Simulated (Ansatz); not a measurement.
A run of Ansatz (development build ahead of 0.2.0) on singlet CoSiP at this shape:

```xyz
3

Co    0.0000    0.0000    0.0000
Si    0.0000    3.2782    1.1932
P     0.0000   -3.2229    1.1730
```

Its results:

- Converged: yes
- Total energy: -2012.90187 hartree
- Spin squared of the determinant: 3.315
- Stability test: minimum

Task: Which input gives this output? Name the method, the orbitals and the basis set, and write the input.

Result: PBE (unrestricted) in pcseg-2.

```yaml
crystal:
  periodic: [false, false, false]
  atoms:
    - { symbol: Co, position_ang: [0.0, 0.0, 0.0] }
    - { symbol: Si, position_ang: [0.0, 3.2782, 1.1932] }
    - { symbol: P, position_ang: [0.0, -3.2229, 1.173] }
basis:
  gaussian: { orbitals: pcseg-2 }
magnetization:
  spin_polarized: true
hamiltonian:
  xc: pbe
```

Caution: other spin multiplicities were not run; the unrestricted determinant is a mixture of spin states.
